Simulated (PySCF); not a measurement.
SiSb and its ions

B97-3; basis Si def2-SVP, Sb def2-SVP with ECP28; scalar-relativistic core potentials; PySCF 2.14. Neutral (UKS): doublet (π ↑), Re = 2.393 Å, ωe = 425 cm⁻¹, De = 2.88 eV, HOMO -6.06 eV, LUMO -4.37 eV.

SiSb⁺ (UKS): triplet (π ↑↑), Re = 2.549 Å, ωe = 346 cm⁻¹, De = 2.95 eV to Si⁺ + Sb. The energies at the minima are -529.60393 hartree for SiSb and -529.31053 for SiSb⁺.

**Question.** Work out the adiabatic ionisation energy, without and with harmonic zero-point energies (1 hartree = 27.2114 eV, 1 eV = 8065.5 cm⁻¹), and the change of the bond length.

**Answer.** At B97-3: 0.29340 hartree = 7.984 eV between the minima; the zero-point term (346.0 − 425.0)/2 cm⁻¹ = -0.005 eV makes it 7.979 eV. Re changes by +15.6 pm against the neutral. The electron leaves a π orbital, and the longer bond of the ion fits a bonding orbital, or a change in how ionic the bond is.

These are scalar-relativistic numbers at best; spin–orbit coupling would shift them, the dissociation energy most. For an ion De counts to the pair picked by the measured ionisation energies or electron affinities, which need not be the lowest pair at this level. States were picked by a PBE0 search and need not be the measured ground states.
